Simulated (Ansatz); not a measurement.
Single points on the cluster Ge₃Te₇⁺.

```yaml
crystal:
  periodic: [false, false, false]
  atoms:
    - {symbol: Ge, position_ang: [2.086472, 0.965087, 1.965321]}
    - {symbol: Ge, position_ang: [0.560037, -2.297969, 0.077263]}
    - {symbol: Ge, position_ang: [-0.701562, -0.188038, 0.455648]}
    - {symbol: Te, position_ang: [1.257363, 1.304769, -0.757151]}
    - {symbol: Te, position_ang: [-3.073728, 0.383331, -0.506329]}
    - {symbol: Te, position_ang: [-0.102596, -4.417657, -0.805870]}
    - {symbol: Te, position_ang: [2.893422, -1.387049, 0.667223]}
    - {symbol: Te, position_ang: [-2.037896, 1.700597, -2.698962]}
    - {symbol: Te, position_ang: [-0.407628, 0.448349, 2.922157]}
    - {symbol: Te, position_ang: [-0.473883, 3.488580, -1.319290]}
basis:
  gaussian: {orbitals: def2-SVP}
total_charge: 1
magnetization: {spin_polarized: true, initial_magnetization: 1}
hamiltonian: {xc: pbe, dispersion: d4}
scf: {omitted_lower_state_checks: [starts]}
output: {orbitals: {seedname: orbitals}}
```

```sh
$ ansatz run in.yaml --threads 4 --pin off --events-out ev --progress --plain --max-ram 6963MiB
```

Shortened log:

```
Functional definition: PBE
3293 factors; their error is unknown
mean field evaluation 1: about -220557.6999 eV, gradient 2.6e1 eV
mean field evaluation 2: about -220480.8501 eV, gradient 8.6e1 eV
mean field evaluation 4: about -220556.2965 eV, gradient 2.2e1 eV
mean field evaluation 8: about -220561.3064 eV, gradient 1.5e-1 eV
mean field -220561.30747985 eV, -8105.4785480606 hartree, gradient 1.7e-5 eV, S^2 0.753923; 0 other end points of the search recorded, 0 dependent functions left out
reference -220561.30752561 eV, -8105.4785497422 hartree; 132, 131 occupied and 146, 147 virtual orbitals, 3293 factors
Total energy: -220562.58619599 eV, -8105.5255400119 hartree
Checks for a lower state left out: starts
```

Run time 27 s (4 threads of Arm Neoverse V2 on a shared host), peak host memory 0.95 GiB.

Geometry: PBE-D4/def2-SVP, that of the neutral singlet.

In the def2 sets Te takes a core potential; there is no spin–orbit coupling. The gap within one spin of the charge 1 doublet nearly closes, so an electron or hole may be smeared out by delocalisation error. The structure comes from a short search, and lower isomers may exist.
